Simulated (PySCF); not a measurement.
PySCF job for C2H4BBrO, SMILES BrB(C=C)O, PBE-D3(BJ)/def2-SVP. Geometry optimised at PBE-D3(BJ)/def2-SVP. The values are those of a single conformer.

```python
import numpy as np
from pyscf import gto, scf, dft, df
from pyscf.hessian import thermo

mol = gto.M(
    atom='''
    B    -0.31738386   -0.56543161    0.00000000
    Br    0.19304239    1.32498849    0.00000000
    C     0.78472986   -1.66172383   -0.00000001
    C     0.48117593   -2.97898415    0.00000000
    H     1.84656215   -1.36158399   -0.00000000
    H     1.25646310   -3.76403697    0.00000000
    H    -0.56801983   -3.32066599   -0.00000000
    O    -1.63539840   -0.89325668   -0.00000000
    H    -2.21681735   -0.11085064    0.00000001
    ''',
    basis='def2-SVP',
    charge=0,
    spin=0,
    max_memory=1600,
    verbose=3,
)
mf = dft.RKS(mol, xc='pbe').density_fit(auxbasis='def2-universal-jkfit')
mf.disp = 'd3bj'
mf.grids.level = 3
mf.conv_tol = 1e-11
mf.max_cycle = 100
mf.kernel()

# [left out here: the lines that compute and print the analytic Hessian (its translational invariance restored by hand, since the grid's response is missing), thermochemistry and intensities]
```

Output:

```
converged SCF energy = -2751.87682519478

WARN: DFTD3 does not support analytical Hessian, using finite difference


WARN: Mole.unit (angstrom) is changed to Bohr

Mode                                 0                   1                   2
Irrep
Freq [cm^-1]                       67.7126            179.0152            288.2378
Reduced mass [au]                   2.4858              3.9520              4.3729
Force const [Dyne/A]                0.0067              0.0746              0.2141
Char temp [K]                      97.4233            257.5630            414.7100
Normal mode                   x     y     z       x     y     z       x     y     z
       0   B                 0.00  0.00  0.08    0.11 -0.01 -0.00   -0.04  0.03  0.00
       1  Br                -0.00  0.00 -0.02   -0.02  0.03  0.00    0.02 -0.02 -0.00
       2   C                 0.00 -0.00  0.16    0.05 -0.07 -0.00    0.01  0.12  0.00
       3   C                -0.00 -0.00 -0.14   -0.13 -0.03  0.00   -0.07  0.14 -0.00
       4   H                -0.00 -0.00  0.40    0.09 -0.19 -0.00    0.01  0.11  0.00
       5   H                -0.00 -0.00 -0.13   -0.26 -0.15  0.00   -0.13  0.08  0.00
       6   H                -0.00 -0.00 -0.41   -0.19  0.14  0.00   -0.10  0.23 -0.00
       7   O                 0.00 -0.00  0.04    0.12 -0.05 -0.00   -0.01 -0.13  0.00
       8   H                 0.00  0.00 -0.06    0.09 -0.07  0.00   -0.14 -0.23  0.00
Mode                                 3                   4                   5
Irrep
Freq [cm^-1]                      330.8387            384.5577            565.9551
Reduced mass [au]                   5.9104              1.7198              1.1257
Force const [Dyne/A]                0.3812              0.1498              0.2124
Char temp [K]                     476.0032            553.2930            814.2834
Normal mode                   x     y     z       x     y     z       x     y     z
       0   B                 0.06  0.02 -0.00   -0.00 -0.00 -0.18   -0.00 -0.00 -0.02
       1  Br                -0.02 -0.06 -0.00    0.00  0.00  0.01    0.00  0.00  0.00
       2   C                 0.07  0.06 -0.00    0.00 -0.00 -0.04   -0.00  0.00 -0.03
       3   C                -0.02  0.09 -0.00   -0.00 -0.00  0.02   -0.00  0.00  0.00
       4   H                 0.08  0.03  0.00   -0.00 -0.00  0.36   -0.00  0.00 -0.01
       5   H                -0.10  0.01  0.00    0.00  0.00  0.48    0.00  0.00  0.07
       6   H                -0.06  0.20 -0.00    0.00 -0.00 -0.38    0.00 -0.00 -0.01
       7   O                 0.04  0.13  0.00   -0.00 -0.00  0.06    0.00 -0.00  0.08
       8   H                 0.14  0.21 -0.00    0.00 -0.00  0.18   -0.00  0.00 -0.94
Mode                                 6                   7                   8
Irrep
Freq [cm^-1]                      615.6876            645.5912            874.2867
Reduced mass [au]                   3.9356              2.8203              1.7463
Force const [Dyne/A]                0.8790              0.6926              0.7865
Char temp [K]                     885.8373            928.8620           1257.9039
Normal mode                   x     y     z       x     y     z       x     y     z
       0   B                 0.04  0.14 -0.00   -0.00  0.00 -0.20   -0.02  0.16  0.00
       1  Br                -0.01 -0.02  0.00    0.00 -0.00  0.01   -0.00 -0.01  0.00
       2   C                -0.15  0.02  0.00    0.00  0.00  0.14    0.08 -0.04 -0.00
       3   C                -0.01 -0.01  0.00    0.00 -0.00 -0.01    0.04 -0.06  0.00
       4   H                -0.14 -0.02  0.00    0.00  0.00 -0.18    0.09 -0.07 -0.00
       5   H                 0.19  0.19 -0.00   -0.00 -0.00 -0.44   -0.15 -0.25  0.00
       6   H                 0.07 -0.26 -0.00   -0.00  0.00  0.26   -0.04  0.17 -0.00
       7   O                 0.12  0.00 -0.00   -0.00 -0.00  0.04   -0.02  0.04  0.00
       8   H                -0.08 -0.15 -0.00    0.00  0.00  0.01   -0.53 -0.35 -0.00
Mode                                 9                  10                  11
Irrep
Freq [cm^-1]                      965.7931            997.7176           1013.5063
Reduced mass [au]                   1.3560              1.3206              1.0910
Force const [Dyne/A]                0.7452              0.7746              0.6603
Char temp [K]                    1389.5613           1435.4936           1458.2099
Normal mode                   x     y     z       x     y     z       x     y     z
       0   B                 0.00  0.00 -0.00    0.01  0.04 -0.00    0.00  0.00  0.00
       1  Br                -0.00 -0.00 -0.00    0.00 -0.00 -0.00    0.00 -0.00  0.00
       2   C                 0.00  0.00  0.05    0.09 -0.00 -0.00    0.00 -0.00  0.08
       3   C                -0.00 -0.00 -0.15   -0.07  0.04  0.00   -0.00  0.00 -0.01
       4   H                 0.00 -0.00 -0.00    0.25 -0.55  0.00    0.00 -0.00 -0.77
       5   H                 0.00  0.00  0.59    0.26  0.37 -0.00    0.00  0.00  0.34
       6   H                 0.00 -0.00  0.61    0.08 -0.40  0.00    0.00 -0.00 -0.44
       7   O                -0.00 -0.00 -0.00   -0.06 -0.01  0.00   -0.00 -0.00 -0.00
       8   H                -0.00 -0.00  0.01   -0.07 -0.01  0.00   -0.00  0.00 -0.00
Mode                                12                  13                  14
Irrep
Freq [cm^-1]                     1087.7184           1257.5886           1351.3054
Reduced mass [au]                   1.9003              1.4165              1.9838
Force const [Dyne/A]                1.3246              1.3199              2.1343
Char temp [K]                    1564.9845           1809.3900           1944.2275
Normal mode                   x     y     z       x     y     z       x     y     z
       0   B                -0.01  0.18  0.00   -0.02 -0.06 -0.00    0.17  0.03 -0.00
       1  Br                 0.00 -0.00 -0.00    0.00  0.00 -0.00   -0.00 -0.00  0.00
       2   C                -0.00  0.00 -0.00   -0.10 -0.00  0.00   -0.03 -0.08  0.00
       3   C                 0.04 -0.04  0.00    0.09  0.05 -0.00   -0.00  0.00 -0.00
       4   H                 0.05 -0.15  0.00    0.08 -0.70  0.00   -0.10  0.17  0.00
       5   H                -0.10 -0.18  0.00   -0.02 -0.04  0.00    0.31  0.33 -0.00
       6   H                -0.01  0.09 -0.00   -0.02  0.42 -0.00   -0.13  0.43 -0.00
       7   O                -0.05 -0.08 -0.00    0.02  0.01  0.00   -0.09 -0.02  0.00
       8   H                 0.52  0.38  0.00   -0.04 -0.04 -0.00   -0.08 -0.01 -0.00
Mode                                15                  16                  17
Irrep
Freq [cm^-1]                     1405.3998           1628.2394           3058.6755
Reduced mass [au]                   2.2046              5.0409              1.0592
Force const [Dyne/A]                2.5655              7.8740              5.8386
Char temp [K]                    2022.0574           2342.6739           4400.7530
Normal mode                   x     y     z       x     y     z       x     y     z
       0   B                 0.18 -0.03 -0.00   -0.02  0.03  0.00    0.00  0.00 -0.00
       1  Br                -0.00  0.00  0.00   -0.00  0.00  0.00   -0.00  0.00  0.00
       2   C                -0.05  0.08  0.00   -0.01 -0.20  0.00    0.01 -0.00  0.00
       3   C                 0.03  0.03  0.00    0.03  0.18 -0.00    0.01  0.06 -0.00
       4   H                -0.02 -0.08 -0.00   -0.11  0.10  0.00   -0.11 -0.03 -0.00
       5   H                -0.34 -0.35  0.00   -0.21 -0.03 -0.00    0.51 -0.49  0.00
       6   H                 0.14 -0.35  0.00    0.17 -0.17  0.00   -0.62 -0.19  0.00
       7   O                -0.08 -0.01  0.00    0.00 -0.00 -0.00   -0.00 -0.00  0.00
       8   H                -0.13 -0.05 -0.00    0.02  0.02  0.00   -0.00 -0.00  0.00
Mode                                18                  19                  20
Irrep
Freq [cm^-1]                     3096.4748           3155.9676           3730.5922
Reduced mass [au]                   1.0922              1.1169              1.0655
Force const [Dyne/A]                6.1702              6.5542              8.7373
Char temp [K]                    4455.1378           4540.7347           5367.4916
Normal mode                   x     y     z       x     y     z       x     y     z
       0   B                 0.00 -0.00 -0.00    0.00 -0.00 -0.00   -0.00  0.00  0.00
       1  Br                 0.00  0.00  0.00    0.00  0.00  0.00    0.00  0.00 -0.00
       2   C                -0.08 -0.02 -0.00   -0.01 -0.00 -0.00    0.00 -0.00 -0.00
       3   C                 0.02  0.01 -0.00   -0.09  0.02 -0.00    0.00  0.00  0.00
       4   H                 0.90  0.25  0.00    0.13  0.04  0.00    0.00  0.00  0.00
       5   H                -0.01  0.01  0.00    0.45 -0.46  0.00    0.00  0.00 -0.00
       6   H                -0.17 -0.05 -0.00    0.64  0.21 -0.00    0.00 -0.00  0.00
       7   O                 0.00 -0.00 -0.00    0.00  0.00  0.00   -0.04  0.05  0.00
       8   H                -0.00  0.00 -0.00    0.00  0.00  0.00    0.60 -0.76 -0.00
temperature 298.1500 [K]
pressure 101325.00 [Pa]
Rotational constants [GHz] 7.53120 1.57708 1.30401
Symmetry number 1
Zero-point energy (ZPE) 0.06083 [Eh]   159706.615 [J/mol]
                           tot       elec      trans        rot        vib
Entropy [J/mol/K]       335.807      0.000    169.901    114.771     51.135
Cv [J/mol/K]             84.034      0.000     12.472     12.472     59.090
Cp [J/mol/K]             92.348      0.000     20.786     12.472     59.090
Internal energy [J/mol]                      3718.434   3718.434 168201.487
Internal energy [Eh]   -2751.80993  -2751.87683
Enthalpy [J/mol]                             6197.391   3718.434 168201.487
Enthalpy [Eh]          -2751.80898
Gibbs free energy [J/mol]                  -44458.695 -30500.556 152955.663
Gibbs free energy [Eh] -2751.84712
mode   freq/cm-1   IR/(km/mol)
   1       67.71         1.221
   2      179.02         0.132
   3      288.24         5.711
   4      330.84         8.236
   5      384.56         2.157
   6      565.96        96.418
   7      615.69        37.218
   8      645.59        18.943
   9      874.29       106.106
  10      965.79        25.340
  11      997.72         5.641
  12     1013.51        11.780
  13     1087.72       336.377
  14     1257.59        16.153
  15     1351.31       107.539
  16     1405.40       102.358
  17     1628.24        60.584
  18     3058.68        12.007
  19     3096.47         2.442
  20     3155.97         5.507
  21     3730.59        84.474
max |gradient| / (hartree/bohr): 0.00010461148010837011
APT charges: [ 1.1164 -0.4451 -0.3891  0.031   0.0326  0.0231  0.0439 -0.7301  0.3173]
```

The calculation finished and met its thresholds.
